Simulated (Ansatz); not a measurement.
```yaml
crystal:
  periodic: [false, false, false]
  atoms:
    - {symbol: Si, position_ang: [1.014308, 1.319072, 0.615622]}
    - {symbol: H, position_ang: [1.188456, 1.282455, 2.113558]}
    - {symbol: H, position_ang: [2.359655, 1.420512, -0.061282]}
    - {symbol: C, position_ang: [0.010188, 2.857414, 0.156089]}
    - {symbol: H, position_ang: [0.547108, 3.781814, 0.456732]}
    - {symbol: H, position_ang: [-0.978621, 2.854915, 0.658841]}
    - {symbol: H, position_ang: [-0.163164, 2.905425, -0.938775]}
    - {symbol: N, position_ang: [0.301746, -0.211800, 0.151033]}
    - {symbol: C, position_ang: [-0.641011, -0.916594, 1.012212]}
    - {symbol: C, position_ang: [-2.118063, -0.591356, 0.750822]}
    - {symbol: C, position_ang: [0.459472, -0.727027, -1.206618]}
    - {symbol: C, position_ang: [1.340443, -1.978473, -1.292271]}
    - {symbol: H, position_ang: [-0.395411, -0.679571, 2.070308]}
    - {symbol: H, position_ang: [-0.484011, -2.015931, 0.912980]}
    - {symbol: H, position_ang: [-2.327380, 0.483136, 0.930589]}
    - {symbol: H, position_ang: [-2.406796, -0.817824, -0.296248]}
    - {symbol: H, position_ang: [-2.781005, -1.185229, 1.413895]}
    - {symbol: H, position_ang: [-0.537158, -0.938886, -1.663212]}
    - {symbol: H, position_ang: [0.902149, 0.070083, -1.842956]}
    - {symbol: H, position_ang: [2.361950, -1.762414, -0.919328]}
    - {symbol: H, position_ang: [0.928558, -2.809315, -0.683571]}
    - {symbol: H, position_ang: [1.418587, -2.340406, -2.338410]}
basis:
  gaussian: {orbitals: def2-TZVPD, initial_orbitals: start.molden}
total_charge: -1
magnetization: {spin_polarized: true, initial_magnetization: 1}
hamiltonian: {xc: {name: r2SCANh}, dispersion: d4}
scf: {omitted_lower_state_checks: [starts]}
output: {orbitals: {seedname: orbitals}}
```

The file start.molden holds the orbitals of an earlier run on this structure, at another level or in another basis.

```sh
$ ansatz run in.yaml --threads 4 --pin off --events-out ev --progress --plain --max-ram 4787MiB
```

Q: Does this run fit into the memory that it is given?

A: No. It has 400 basis functions, and Ansatz plans for 4.71 GiB where 4.67 GiB are given.
